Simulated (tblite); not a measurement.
C13H8O.
Bonds: O1–C2 (double), C2–C3, C3–C4 (aromatic), C4–C5 (aromatic), C5–C6 (aromatic), C6–C7 (aromatic), C7–C8 (aromatic), C8–C9, C9–C10 (aromatic), C10–C11 (aromatic), C11–C12 (aromatic), C12–C13 (aromatic), C13–C14 (aromatic), C3–C8 (aromatic), C9–C14 (aromatic), C7–C14. Hydrogens: H15 on C2; H16 on C4; H17 on C5; H18 on C6; H19 on C10; H20 on C11; H21 on C12; H22 on C13.

Computed with GFN2-xTB (tblite), gas phase: L-BFGS steps from a force-field or distance-geometry start until the largest atomic force falls under 0.01 eV/Å.

Step 15: E = -976.4944 eV
```
atom  x, y, z in Å  |  force x, y, z in eV/Å
O1     -3.3308    2.6557    0.4474    0.081   0.031   0.010
C2     -2.2102    2.2187    0.3543   -0.011   0.011  -0.020
C3     -1.8825    0.8059    0.1510   -0.027  -0.010   0.020
C4     -2.9298   -0.1533    0.0570    0.001  -0.004  -0.015
C5     -2.6940   -1.4907   -0.1345   -0.009  -0.001   0.008
C6     -1.3868   -2.0119   -0.2491    0.001   0.012  -0.004
C7     -0.3841   -1.0979   -0.1576    0.023  -0.027  -0.003
C8     -0.6132    0.2944    0.0406   -0.025  -0.049  -0.010
C9      0.8584    0.5361    0.0266    0.015   0.022  -0.004
C10     1.8799    1.4329    0.1175    0.033  -0.004   0.002
C11     3.1743    0.8869    0.0017    0.012   0.003   0.003
C12     3.3925   -0.4600   -0.1890   -0.006  -0.015  -0.010
C13     2.3348   -1.3864   -0.2832    0.001   0.015   0.004
C14     1.0864   -0.8563   -0.1722    0.041   0.033   0.011
H15    -1.3277    2.8886    0.4154   -0.013  -0.062  -0.001
H16    -3.9406    0.2189    0.1413    0.018  -0.009  -0.001
H17    -3.5258   -2.1755   -0.1995   -0.041   0.012   0.002
H18    -1.2218   -3.0679   -0.3998   -0.002   0.010   0.003
H19     1.7456    2.4927    0.2683   -0.031   0.016   0.001
H20     4.0259    1.5493    0.0661   -0.033   0.007   0.001
H21     4.4069   -0.8241   -0.2715   -0.019   0.020   0.006
H22     2.5317   -2.4367   -0.4323   -0.009  -0.012  -0.003
```

Step 16: E = -976.4950 eV
```
atom  x, y, z in Å  |  force x, y, z in eV/Å
O1     -3.3250    2.6611    0.4481    0.079   0.030   0.008
C2     -2.2061    2.2202    0.3543   -0.003  -0.007  -0.017
C3     -1.8825    0.8058    0.1514   -0.036  -0.023   0.012
C4     -2.9304   -0.1535    0.0571   -0.001  -0.007  -0.016
C5     -2.6945   -1.4912   -0.1348    0.007  -0.016   0.008
C6     -1.3869   -2.0129   -0.2492    0.008   0.024  -0.002
C7     -0.3837   -1.0993   -0.1575    0.001  -0.014  -0.004
C8     -0.6137    0.2927    0.0403   -0.047  -0.021   0.000
C9      0.8571    0.5363    0.0267    0.034   0.011  -0.007
C10     1.8783    1.4338    0.1174    0.022  -0.018   0.002
C11     3.1731    0.8877    0.0020    0.005  -0.003   0.001
C12     3.3917   -0.4598   -0.1890   -0.008   0.009  -0.008
C13     2.3339   -1.3866   -0.2837    0.029   0.014   0.009
C14     1.0862   -0.8559   -0.1720    0.030   0.025   0.007
H15    -1.3207    2.8871    0.4151   -0.024  -0.070  -0.004
H16    -3.9427    0.2161    0.1405    0.036   0.000   0.001
H17    -3.5258   -2.1776   -0.1997   -0.031   0.031   0.003
H18    -1.2187   -3.0683   -0.3999   -0.020   0.006   0.003
H19     1.7396    2.4933    0.2683   -0.010   0.009  -0.001
H20     4.0240    1.5515    0.0666   -0.037  -0.007   0.000
H21     4.4066   -0.8236   -0.2714   -0.030   0.025   0.007
H22     2.5299   -2.4376   -0.4323   -0.007   0.005  -0.003
```

**Question.** Estimate the geometry and energy of step 17. (The exact step hangs on the optimiser's Hessian estimate; all steps are aligned on step 16, rigid shifts and turns removed.)

**Answer.** E = -976.4957 eV, largest force 0.067 eV/Å
```
atom  x, y, z in Å  |  force x, y, z in eV/Å
O1     -3.3185    2.6671    0.4491    0.051   0.029   0.004
C2     -2.2020    2.2213    0.3538    0.008  -0.032  -0.008
C3     -1.8830    0.8053    0.1521   -0.041  -0.024   0.000
C4     -2.9311   -0.1540    0.0568    0.001  -0.025  -0.014
C5     -2.6949   -1.4921   -0.1348    0.012  -0.014   0.007
C6     -1.3870   -2.0135   -0.2493    0.011   0.009  -0.001
C7     -0.3832   -1.1009   -0.1573   -0.014   0.020  -0.001
C8     -0.6149    0.2908    0.0400   -0.021   0.003   0.008
C9      0.8562    0.5367    0.0267    0.019  -0.003  -0.007
C10     1.8770    1.4346    0.1174    0.004  -0.019   0.003
C11     3.1719    0.8882    0.0023   -0.010   0.016   0.002
C12     3.3908   -0.4593   -0.1890    0.001   0.010  -0.008
C13     2.3336   -1.3867   -0.2841    0.022   0.026   0.015
C14     1.0863   -0.8551   -0.1715    0.028  -0.008  -0.001
H15    -1.3143    2.8844    0.4147   -0.012  -0.066  -0.007
H16    -3.9440    0.2134    0.1397    0.036   0.010   0.003
H17    -3.5264   -2.1790   -0.1999   -0.017   0.042   0.003
H18    -1.2161   -3.0686   -0.3999   -0.035   0.003   0.003
H19     1.7337    2.4939    0.2684    0.014  -0.002  -0.003
H20     4.0216    1.5536    0.0671   -0.029  -0.015  -0.001
H21     4.4059   -0.8227   -0.2711   -0.027   0.026   0.006
H22     2.5279   -2.4382   -0.4325   -0.001   0.013  -0.003
```

The energy changes by -0.0006 eV. The first-order estimate −F·Δx gives -0.0009 eV and the mean of the old and new forces, exact on a quadratic surface, -0.0006 eV. The step makes an angle of 70° with the force vector and moves no atom by more than 0.009 Å.

What follows is the cost of the whole relaxation. The run took 0.32 s of wall time on an Arm Neoverse V2 with one thread, shared host with 32 logical CPUs at a one-minute load of 11.
